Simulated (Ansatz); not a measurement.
`Cl[SiH2][SiH](Cl)Cl` + `F[Si](S)(Cl)Cl` → `F[Si](Cl)(Cl)S[SiH2]Cl` + dichlorosilane  (cleavage of the Si–Si bond)

Calculated with Ansatz (gas phase, PBE0-D4/def2-TZVP geometries, no zero-point term in ΔE). CCSD(T)/CBS is the MP2 limit (def2-TZVPP, def2-QZVPP) plus CCSD(T) − MP2 in def2-TZVPP, frozen cores. This one scheme is used for every species. Functionals use def2-TZVPP. One conformer a species, not always the lowest.

`Cl[SiH2][SiH](Cl)Cl`:

Cartesian coordinates in Å:
```
Cl -0.479 2.084 1.585
Si -0.864 0.833 -0.001
Si 0.860 -0.741 -0.124
Cl 0.867 -1.860 1.589
Cl 0.485 -1.947 -1.741
H -0.922 1.644 -1.241
H -2.160 0.149 0.226
H 2.212 -0.163 -0.293
```

`F[Si](S)(Cl)Cl`:

```xyz
6

F     1.304    1.156   -0.006
Si    0.379   -0.117   -0.165
S    -1.114   -0.177    1.309
Cl    1.522   -1.767    0.070
Cl   -0.373   -0.026   -2.045
H    -1.718    0.930    0.837
```

`F[Si](Cl)(Cl)S[SiH2]Cl`:

```xyz
9

F    -1.131   -0.100   -2.016
Si    0.349   -0.332   -1.510
Cl    1.307   -1.463   -2.883
Cl    1.203    1.500   -1.381
S     0.364   -1.382    0.310
Si   -0.484    0.122    1.579
Cl    0.964    1.248    2.478
H    -1.357    1.017    0.793
H    -1.216   -0.613    2.629
```

`Cl[SiH2]Cl`:

```xyz
5

Cl    1.619   -0.785   -0.786
Si   -0.099   -0.080    0.059
Cl   -0.167    1.954   -0.081
H    -0.105   -0.451    1.487
H    -1.248   -0.638   -0.680
```

Task: Is it downhill or uphill in electronic energy at CCSD(T)/CBS, and by how much? (Estimate.)

Result: The calculation gave: Downhill: ΔE = -70.9 kJ/mol.

Task: What do these levels give: PBE-D4, ωB97X-V, ωB97M-V, MP2/def2-TZVPP, CCSD(T)/def2-TZVPP, HF/def2-QZVPP? (An estimate is asked.)

Result: The calculation gave: PBE-D4 -59.1, ωB97X-V -67.4, ωB97M-V -73.6, MP2/def2-TZVPP -79.6, CCSD(T)/def2-TZVPP -69.0, HF/def2-QZVPP -70.2 kJ/mol.

Largest T1 diagnostic among the species: 0.011.

The D4 term adds −5.8 kJ/mol with B3LYP and −3.2 kJ/mol with PBE0; it sums over pairs of atoms, weighted by their polarisabilities, and B3LYP, whose exchange is more repulsive, gets the larger term. From PBE to PBE0 (25 % exact exchange), in def2-TZVPP and without D4, ΔE moves by −4.9 kJ/mol.

B3LYP here is the variant with VWN-RPA as its local correlation; programs differ in this.
